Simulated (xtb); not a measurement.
iodobenzene (C6H5I), singlet, from a rough starting geometry; GFN2-xTB (xtb).

Input for xtb:
```
$ xtb mol.xyz --gfn 2 --opt vtight --json

# file mol.xyz
12

I      3.37183200     0.07489176     0.00480103
C      1.33408707     0.08802714    -0.02720125
C      0.64794225    -1.20568582    -0.00855189
C     -0.76691803    -1.19418977    -0.04704969
C     -1.44678936    -0.01004184     0.03464101
C     -0.83358972     1.16236973     0.02035672
C      0.60228958     1.20159950     0.06090690
H      1.21620792    -2.09507487    -0.05641917
H     -1.30436640    -2.13555485    -0.04325487
H     -2.54885261    -0.11432805     0.04531635
H     -1.32943702     2.09673325     0.05077237
H      1.14161393     2.17342216     0.01786326
```

**Question.** Predict the main parts of the log of this xtb run.

**Answer.** 
```
   ID    Z sym.   atoms
    1   53 I      1
    2    6 C      2-7
    3    1 H      8-12

           -------------------------------------------------
          |                Calculation Setup                |
           -------------------------------------------------

           -------------------------------------------------
          |                 G F N 2 - x T B                 |
           -------------------------------------------------

          ...................................................
          :                      SETUP                      :
          :.................................................:
          :  # basis functions                  39          :
          :  # atomic orbitals                  38          :
          :  # shells                           20          :
          :  # electrons                        36          :
          :  max. iterations                   250          :
          :  Hamiltonian                  GFN2-xTB          :
          :  restarted?                      false          :
          :  GBSA solvation                  false          :
          :  PC potential                    false          :
          :  electronic temp.          300.0000000     K    :
          :  accuracy                    1.0000000          :
          :  -> integral cutoff          0.2500000E+02      :
          :  -> integral neglect         0.1000000E-07      :
          :  -> SCF convergence          0.1000000E-05 Eh   :
          :  -> wf. convergence          0.1000000E-03 e    :
          :  Broyden damping             0.4000000          :
          :  net charge                          0          :
          :  unpaired electrons                  0          :
          ...................................................

 iter      E             dE          RMSdq      gap      omega  full diag
   1    -19.4658294 -0.194658E+02  0.759E+00    4.11       0.0  T
   2    -19.4809801 -0.151506E-01  0.494E+00    3.90       1.0  T
   3    -19.4579858  0.229942E-01  0.260E+00    3.89       1.0  T
   4    -19.4856088 -0.276230E-01  0.757E-01    3.97       1.0  T
   5    -19.4854626  0.146194E-03  0.430E-01    3.93       1.0  T
   6    -19.4858097 -0.347049E-03  0.205E-01    3.94       1.0  T
   7    -19.4858200 -0.103450E-04  0.176E-01    3.96       1.0  T
   8    -19.4858654 -0.453827E-04  0.473E-02    3.97       1.0  T
   9    -19.4858858 -0.204544E-04  0.161E-02    3.97       1.8  T
  10    -19.4858860 -0.126060E-06  0.486E-03    3.96       5.9  T
  11    -19.4858861 -0.110142E-06  0.191E-03    3.96      15.1  T
  12    -19.4858861 -0.165976E-07  0.113E-03    3.96      25.5  T
  13    -19.4858861 -0.589370E-09  0.195E-04    3.96     147.8  T
  14    -19.4858861 -0.313921E-09  0.611E-05    3.96     472.1  T

   *** convergence criteria satisfied after 14 iterations ***

         :::::::::::::::::::::::::::::::::::::::::::::::::::::
         ::                     SUMMARY                     ::
         :::::::::::::::::::::::::::::::::::::::::::::::::::::
         :: total energy             -19.170647089208 Eh    ::
         :: gradient norm              0.163997081699 Eh/a0 ::
         :: HOMO-LUMO gap              3.964469036984 eV    ::
         ::.................................................::
         :: SCC energy               -19.485874658178 Eh    ::
         :: -> isotropic ES            0.002436580051 Eh    ::
         :: -> anisotropic ES          0.000880951419 Eh    ::
         :: -> anisotropic XC          0.009375685053 Eh    ::
         :: -> dispersion             -0.010789417753 Eh    ::
         :: repulsion energy           0.315227568970 Eh    ::
         :: add. restraining           0.000000000000 Eh    ::
         :: total charge               0.000000000000 e     ::
         :::::::::::::::::::::::::::::::::::::::::::::::::::::

      -----------------------------------------------------------
     |                   =====================                   |
     |                        A N C O P T                        |
     |                   =====================                   |
     |               Approximate Normal Coordinate               |
     |                Rational Function Optimizer                |
      -----------------------------------------------------------
      -----------------------------------------------------------
     |                   =====================                   |
     |                        A N C O P T                        |
     |                   =====================                   |
     |               Approximate Normal Coordinate               |
     |                Rational Function Optimizer                |
      -----------------------------------------------------------

          ...................................................
          :                      SETUP                      :
          :.................................................:
          :   optimization level         verytight          :
          :   max. optcycles                   240          :
          :   ANC micro-cycles                  20          :
          :   degrees of freedom                30          :
          :.................................................:
          :   RF solver                   davidson          :
          :   write xtbopt.log                true          :
          :   linear?                        false          :
          :   energy convergence         0.1000000E-06 Eh   :
          :   grad. convergence          0.2000000E-03 Eh/α :
          :   maxmium RF displ.          1.0000000          :
          :   Hlow (freq-cutoff)         0.1000000E-01      :
          :   Hmax (freq-cutoff)         5.0000000          :
          :   S6 in model hess.         20.0000000          :
          ...................................................

generating ANC from exact Hessian ...
[...]
 * total energy  :   -19.1706471 Eh     change       -0.2280842E-11 Eh
 * total energy  :   -19.1854484 Eh     change       -0.1480132E-01 Eh
 * total energy  :   -19.1876216 Eh     change       -0.2173193E-02 Eh
 * total energy  :   -19.1879185 Eh     change       -0.2968891E-03 Eh
 * total energy  :   -19.1880217 Eh     change       -0.1032155E-03 Eh
 * total energy  :   -19.1880339 Eh     change       -0.1222510E-04 Eh
 * total energy  :   -19.1880362 Eh     change       -0.2301777E-05 Eh
 * total energy  :   -19.1880365 Eh     change       -0.2624954E-06 Eh
 * total energy  :   -19.1880365 Eh     change       -0.3200347E-07 Eh
   *** GEOMETRY OPTIMIZATION CONVERGED AFTER 9 ITERATIONS ***
         :: total energy             -19.188036525769 Eh    ::
[...]
         :: -> dispersion             -0.010727466517 Eh    ::
         :: repulsion energy           0.308464930461 Eh    ::
         :: add. restraining           0.000000000000 Eh    ::
         :: total charge               0.000000000000 e     ::
         :::::::::::::::::::::::::::::::::::::::::::::::::::::

           -------------------------------------------------
          |                Property Printout                |
           -------------------------------------------------

    * Orbital Energies and Occupations

         #    Occupation            Energy/Eh            Energy/eV
      -------------------------------------------------------------
         1        2.0000           -0.7357500             -20.0208
       ...           ...                  ...                  ...
         6        2.0000           -0.5885330             -16.0148
         7        2.0000           -0.5496789             -14.9575
         8        2.0000           -0.5172225             -14.0743
         9        2.0000           -0.5130515             -13.9608
        10        2.0000           -0.5036752             -13.7057
        11        2.0000           -0.4991132             -13.5816
        12        2.0000           -0.4943466             -13.4519
        13        2.0000           -0.4460648             -12.1380
        14        2.0000           -0.4436576             -12.0725
        15        2.0000           -0.4414114             -12.0114
        16        2.0000           -0.4269346             -11.6175
        17        2.0000           -0.4081018             -11.1050
        18        2.0000           -0.3998579             -10.8807 (HOMO)
        19                         -0.2476370              -6.7385 (LUMO)
        20                         -0.2459931              -6.6938
        21                         -0.2244165              -6.1067
        22                         -0.1177927              -3.2053
        23                          0.0219991               0.5986
        24                          0.0256747               0.6986
        25                          0.0367801               1.0008
        26                          0.0631095               1.7173
        27                          0.1139413               3.1005
        28                          0.1297852               3.5316
        29                          0.1575490               4.2871
       ...                                ...                  ...
        38                          0.6378063              17.3556
      -------------------------------------------------------------
                  HL-Gap            0.1522210 Eh            4.1421 eV
             Fermi-level           -0.3237474 Eh           -8.8096 eV

     #   Z          covCN         q      C6AA      α(0)
     1  53 I        1.219    -0.139   382.261    33.751
     2   6 C        2.959     0.060    26.661     8.469
     3   6 C        3.048    -0.032    28.748     8.794
     4   6 C        2.924    -0.026    28.657     8.779
     5   6 C        2.919    -0.029    28.715     8.787
     6   6 C        2.924    -0.026    28.657     8.779
     7   6 C        3.048    -0.032    28.748     8.794
     8   1 H        0.926     0.050     2.324     2.384
     9   1 H        0.926     0.042     2.420     2.433
    10   1 H        0.926     0.040     2.444     2.445
    11   1 H        0.926     0.042     2.420     2.433
    12   1 H        0.926     0.050     2.324     2.384

 Mol. C6AA /au·bohr⁶  :       3502.720374
 Mol. C8AA /au·bohr⁸  :     148823.101531
 Mol. α(0) /au        :         98.230600

Wiberg/Mayer (AO) data.
largest (>0.10) Wiberg bond orders for each atom

 ---------------------------------------------------------------------------
     #   Z sym  total        # sym  WBO       # sym  WBO       # sym  WBO
 ---------------------------------------------------------------------------
     1  53 I    1.080 --     2 C    0.965
     2   6 C    3.951 --     3 C    1.425     7 C    1.425     1 I    0.965
                             5 C    0.104
     3   6 C    3.991 --     4 C    1.436     2 C    1.425     8 H    0.969
                             6 C    0.111
     4   6 C    3.992 --     5 C    1.439     3 C    1.436     9 H    0.969
                             7 C    0.111
     5   6 C    3.992 --     4 C    1.439     6 C    1.439    10 H    0.970
                             2 C    0.104
     6   6 C    3.992 --     5 C    1.439     7 C    1.436    11 H    0.969
                             3 C    0.111
     7   6 C    3.991 --     6 C    1.436     2 C    1.425    12 H    0.969
                             4 C    0.111
     8   1 H    0.998 --     3 C    0.969
     9   1 H    0.998 --     4 C    0.969
    10   1 H    0.997 --     5 C    0.970
    11   1 H    0.998 --     6 C    0.969
    12   1 H    0.998 --     7 C    0.969
 ---------------------------------------------------------------------------

Topologies differ in total number of bonds
Writing topology from bond orders to xtbtopo.mol

molecular dipole:
                 x           y           z       tot (Debye)
 q only:       -0.853      -0.019       0.005
   full:       -1.448      -0.032       0.009       3.681
molecular quadrupole (traceless):
                xx          xy          yy          xz          yz          zz
 q only:       -5.107      -0.217       4.347       0.024       0.080       0.760
  q+dip:      -11.784      -0.508      10.649       0.057       0.211       1.135
   full:      -11.329      -0.448       8.355       0.067       0.120       2.974

optimized geometry written to: xtbopt.xyz

           -------------------------------------------------
          | TOTAL ENERGY              -19.188036525769 Eh   |
          | GRADIENT NORM               0.000049272500 Eh/α |
          | HOMO-LUMO GAP               4.142143479495 eV   |
           -------------------------------------------------

normal termination of xtb
```
